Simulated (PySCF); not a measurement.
F3Sb, SMILES [F][Sb-]([F])[F], charge -1, multiplicity 2.

Geometry optimised at PBE-D3(BJ)/def2-SVPD. The def2 effective core potentials stand for the cores of Sb; spin–orbit coupling is left out.

Level of theory: PBE-D3(BJ)/def2-SVPD run with PySCF.

Frequencies are harmonic and unscaled.

Modes within 1.5 cm⁻¹ of each other (mostly degenerate sets) share a row, with their intensities summed.

| mode | ν (cm⁻¹) | IR (km/mol) | moving atoms (share of kinetic energy) |
|---|---|---|---|
| 1–2 | 19 | 0.9 | F 90 %, Sb 10 % |
| 3 | 80 | 20.8 | F 68 %, Sb 32 % |
| 4–5 | 395 | 437.1 | F 78 %, Sb 22 % |
| 6 | 423 | 0.0 | F 100 % |
